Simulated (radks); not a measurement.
Charge is removed step by step from the 1s down level of Ne, starting from 1s(up 1, down 1) 2s2 2p6. Method: non-relativistic Kohn-Sham, LDA (Slater exchange, Perdew-Wang correlation), spin-polarised, spherical densities, point nucleus; computed with a radial shooting solver on a logarithmic mesh with Libxc functionals.

removed (e)  E - E(0) (eV)  eigenvalue (eV)  E minus straight line (eV)
0                    0.000          -824.66                       0.000
0.125               103.72          -834.90                      -4.108
0.25                208.72          -844.99                      -6.944
0.375               314.96          -854.86                      -8.532
0.5                 422.42          -864.38                      -8.906
0.625               531.04          -873.38                      -8.121
0.75                640.73          -881.54                      -6.259
0.875               751.36          -888.24                      -3.459
1                   862.65          -891.38                       0.000

Removing the whole electron costs 862.65 eV by Delta-SCF, against 824.66 eV from minus the eigenvalue at the starting occupation. Slater's transition state (half an electron removed) gives 864.38 eV. Integrating minus the eigenvalue over the occupation (Janak's theorem) gives 862.64 eV. The mean slope of the eigenvalue, de/dn, is 66.7 eV per electron.
